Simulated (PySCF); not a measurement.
# Basis and Hamiltonian dependence of the ionisation energy of Ru

Ru [Kr] 4d7 5s1 (5F) → Ru⁺ [Kr] 4d7 (4F). All values are computed (PySCF 2.14, energy differences of UHF-based or UKS calculations, no spin-orbit coupling). Values in eV.

```tsv
basis	Hamiltonian	functions	UHF	PBE	PBE0	MP2 (valence)	CCSD(T) (valence)	CCSD(T) (valence and next inner shell)
def2-SVP with the def2 core potential (28 electrons)	ECP	31	6.335	n/a	n/a	6.913	n/a	n/a
cc-pVDZ-PP with ECP28MDF	ECP	38	6.296	n/a	7.510	6.936	n/a	n/a
x2c-SVPall	spin-free X2C	53	6.303	7.743	n/a	6.844	n/a	n/a
x2c-TZVPall	spin-free X2C	63	6.297	7.749	7.460	6.900	n/a	n/a
cc-pVTZ-PP with ECP28MDF	ECP	63	6.291	n/a	7.518	7.100	n/a	n/a
ANO-RCC-VTZP	spin-free X2C	68	6.311	7.779	7.488	7.158	7.166	7.319
aug-cc-pwCVDZ-PP with ECP28MDF	ECP	70	6.291	7.822	7.515	7.133	7.154	7.341
def2-QZVPPD with the def2 core potential (28 electrons)	ECP	88	6.322	7.850	7.544	7.194	7.216	7.383
aug-cc-pVTZ-PP with ECP28MDF	ECP	88	6.292	7.828	7.518	7.180	7.211	n/a
x2c-TZVPPall with one added diffuse shell each of s, p, d, f type	spin-free X2C	95	6.297	7.750	7.460	7.147	7.171	7.321
cc-pwCVTZ-PP with ECP28MDF	ECP	97	6.289	7.825	7.515	7.094	n/a	n/a
aug-cc-pVTZ-DK	spin-free X2C	102	6.296	7.764	7.469	7.184	7.212	n/a
aug-cc-pVTZ-PP with one added diffuse shell each of s, p, d, f, g type with ECP28MDF	ECP	113	6.292	7.828	7.518	7.185	n/a	n/a
aug-cc-pwCVTZ-DK with one added diffuse shell each of s, p, d, f, g type	spin-free X2C	161	6.294	7.749	7.458	7.191	n/a	n/a
```

Frozen in the all-electron rows: valence: [Kr]; valence and next inner shell: [Ar] 3d10; with a core potential, the same shells as far as they lie outside it.

Reference for a calculation without spin-orbit coupling: 7.365 eV (measured, between term centres; NIST).
